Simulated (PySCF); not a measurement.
A calculated (r2SCAN, PySCF 2.14, x2c-TZVPPall, the spin-free X2C one-electron Hamiltonian (Gaussian nucleus)) atom or ion has these occupied shells.

```
shell  electrons  orbital energy (eV)  rms radius, mean of both spins (bohr)
 1s α          1              -1272.4                                  0.151
 1s β          1              -1272.3                                  0.151
 2s α          1              -86.434                                  0.760
 2s β          1              -86.371                                  0.760
 2p α          3              -51.547                                  0.774
 2p β          3              -51.417                                  0.774
 3p α          2               -3.044                                   4.18
```

Q: Name the element and its charge.

A: Mg (magnesium, neutral), in [Ne] 3p2, high-spin 3P determinant (an excited configuration).
